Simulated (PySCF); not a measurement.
**Basis and Hamiltonian dependence of the ionisation energy of Pb**

Pb [Xe] 4f14 5d10 6s2 6p2 (3P) → Pb⁺ [Xe] 4f14 5d10 6s2 6p1 (2P). Calculated with PySCF 2.14 from differences of total energies of unrestricted determinants, without spin-orbit coupling. Values in eV.

```tsv
basis	Hamiltonian	functions	UHF	PBE	PBE0	MP2 (valence)	CCSD(T) (valence)	CCSD(T) (valence and next inner shell)
def2-SVP with the def2 core potential (60 electrons)	ECP	26	6.570	n/a	n/a	6.760	6.793	n/a
aug-cc-pVDZ-PP with ECP60MDF	ECP	32	6.574	6.984	7.020	6.775	6.815	n/a
cc-pVTZ-PP with ECP60MDF	ECP	39	6.582	6.987	7.028	6.836	n/a	n/a
aug-cc-pVTZ-PP with ECP60MDF	ECP	55	6.567	6.980	7.017	6.832	6.886	n/a
def2-QZVPPD with the def2 core potential (60 electrons)	ECP	88	6.563	6.977	7.014	6.847	6.898	n/a
aug-cc-pVQZ-PP with ECP60MDF	ECP	92	6.563	6.978	7.014	6.852	6.902	n/a
ANO-RCC-VTZP	spin-free X2C	93	6.583	7.001	7.037	6.840	6.889	6.996
aug-cc-pVQZ-PP with one added diffuse shell each of s, p, d, f, g type with ECP60MDF	ECP	117	6.563	6.978	7.014	6.853	n/a	n/a
aug-cc-pVQZ-DK3	spin-free X2C	118	6.575	n/a	n/a	6.864	6.913	n/a
aug-cc-pwCVTZ-DK3	spin-free X2C	125	6.574	6.990	7.027	6.844	6.898	n/a
aug-cc-pwCVTZ-DK3 with one added diffuse shell each of s, d, f type	spin-free X2C	138	6.574	n/a	n/a	n/a	n/a	n/a
aug-cc-pV5Z-PP with ECP60MDF	ECP	139	6.562	n/a	n/a	6.862	6.908	n/a
x2c-QZVPPall	spin-free X2C	142	6.576	6.988	7.026	6.858	n/a	n/a
aug-cc-pwCVQZ-PP with ECP60MDF	ECP	169	6.561	n/a	n/a	n/a	n/a	n/a
```

Extrapolation of CCSD(T) (valence) from aug-cc-pVQZ-PP with ECP60MDF and aug-cc-pV5Z-PP with ECP60MDF: the correlation parts are 0.339 and 0.345 eV; with the X⁻³ form and unrounded values, (5³ × 0.345 − 4³ × 0.339)/(5³ − 4³) = 0.352 eV, and adding the Hartree-Fock value 6.562 eV of the larger basis gives 6.915 eV.

Frozen in the all-electron rows: valence: [Xe] 4f14 5d10; valence and next inner shell: [Kr] 4d10 4f14; with a core potential, the same shells as far as they lie outside it.

Spin-orbit coupling is strong in these open shells (close to jj coupling), so the scalar numbers refer to model states.

Between the lowest levels the reference is 7.417 eV (measured; NIST Atomic Spectra Database, ionization energies); it includes spin-orbit coupling, which these numbers lack.
